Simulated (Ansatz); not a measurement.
Z-matrix (Å, degrees):
```
Al
Si 1 2.4591
H 2 1.4889 1 114.52
H 2 1.4916 3 107.64 1 123.41
H 2 1.4925 3 107.45 4 114.62
Si 1 2.4604 2 123.23 3 -5.51
H 6 1.4891 1 114.25 2 5.18
H 6 1.4916 7 107.57 1 -123.36
H 6 1.4923 7 107.41 8 -114.61
Si 1 2.4614 2 119.38 3 176.15
H 10 1.4894 1 114.07 2 -6.29
H 10 1.4915 11 107.51 1 123.56
H 10 1.4924 11 107.33 12 114.54
```
Charge 0, multiplicity 1.

All values below come from frozen-core CCSD(T)/cc-pVTZ // r2SCAN-D4/def2-TZVP in Ansatz (a program for electronic structure).

```
Quantity                         Value
----------------------  --------------
HF energy               -1113.98271 Ha
MP2 correlation energy     -0.45965 Ha
```

Task: Estimate the CCSD correlation energy, the (T) correction, the total energy and the T1 diagnostic.

Result: 
```json
{
  "CCSD correlation energy": "-0.54546 Ha",
  "(T) correction": "-0.01873 Ha",
  "CCSD(T) total energy": "-1114.54691 Ha",
  "T1 diagnostic": "0.014"
}
```
